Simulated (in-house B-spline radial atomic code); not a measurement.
# Ionising O6+ with different functionals

Computed with a B-spline radial code for spherical atoms: scalar-relativistic (spin-free X2C) Hamiltonian, Fermi nucleus of rms radius 2.6991 fm, spin-polarised at highest spin, spherical fractional occupations for the functionals, and exact exchange of hybrids averaged over the configuration. The ionisation energy is the difference of two self-consistent energies, 1s2 → 1s1, without Breit or QED terms; ε is the level of the shell that loses the electron (its least bound occupied spin orbital).

| method | rung | ΔSCF (eV) | -ε(1s) (eV) |
| --- | --- | --- | --- |
| PBE0 | global hybrid | 738.57 | 704.28 |
| B3LYP | global hybrid | 739.28 | 702.42 |
| TPSSh | global hybrid | 739.65 | 700.33 |
| BHandHLYP | global hybrid | 739.45 | 716.97 |
| r2SCAN0 | global hybrid | 739.51 | 708.22 |
| B97-1 | global hybrid | 739.65 | 702.85 |
| HSE06 | range-separated hybrid | 738.65 | 703.90 |
| wB97X | range-separated hybrid | 741.20 | 704.53 |
| CAM-B3LYP | range-separated hybrid | 739.10 | 704.28 |
| LC-wPBE | range-separated hybrid | 738.44 | 698.35 |

Problem. Among the functionals, which spreads more, the ΔSCF values or the orbital energies?

Solution. The orbital energies: ΔSCF values span about 2.76 eV and the orbital energies 18.62 eV; here energy differences depend much less on the functional than eigenvalues do.

Problem. How do they compare with the NIST value?

Solution. NIST lists 739.327 eV (tabulated theory, ground level to ground level). Errors run from -0.88 to +1.87 eV; B3LYP is closest (-0.05 eV), but part of that can be cancellation, since the calculations leave out Breit-QED terms.
